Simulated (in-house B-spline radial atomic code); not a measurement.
A fraction x of an electron is removed from 5p in Ba IV (Ba3+), starting from [Kr] 4d10 5s2 5p5 and keeping the highest spin. Method: scalar-relativistic (X2C) B3LYP, spin-polarised, spherical fractional occupations, Fermi nucleus of rms radius 4.8378 fm. Calculated with an all-electron radial atomic-structure program (B-spline basis).

Caution: exact exchange at fractional occupations of open shells leaves self-interaction of up to several eV.

```tsv
x	E(x) - E(0) (eV)	5p down level (eV)
0	0.0000	-42.195
0.03	1.2705	-42.503
0.19	8.2025	-44.149
0.28	12.2177	-45.080
0.38	16.7776	-46.118
0.5	22.3867	-47.368
0.61	27.6604	-48.519
0.71	32.5648	-49.570
0.78	36.0605	-50.307
0.94	44.2450	-52.000
1	47.3841	-52.637
```

The exact functional would give a straight line between the two integer points. Deviations E(x) - E(0) - x[E(1) - E(0)], in eV: -0.151 at x = 0.03, -0.8 at x = 0.19, -1.05 at x = 0.28, -1.228 at x = 0.38, -1.305 at x = 0.5, -1.244 at x = 0.61, -1.078 at x = 0.71, -0.899 at x = 0.78, -0.296 at x = 0.94.

The curve lies below the straight line by up to 1.305 eV (at x = 0.5): convex, the delocalisation error, to which spherically averaged exact exchange adds.

Task: How well does Slater's transition state (minus the level at half occupation) give the ionisation energy?

Result: It gives 47.368 eV against 47.384 eV from the two total energies; NIST lists 47.00 eV, ground level to ground level. The end point has an open shell averaged over its orbitals, so its exact exchange keeps a self-interaction and this is no true integer point.
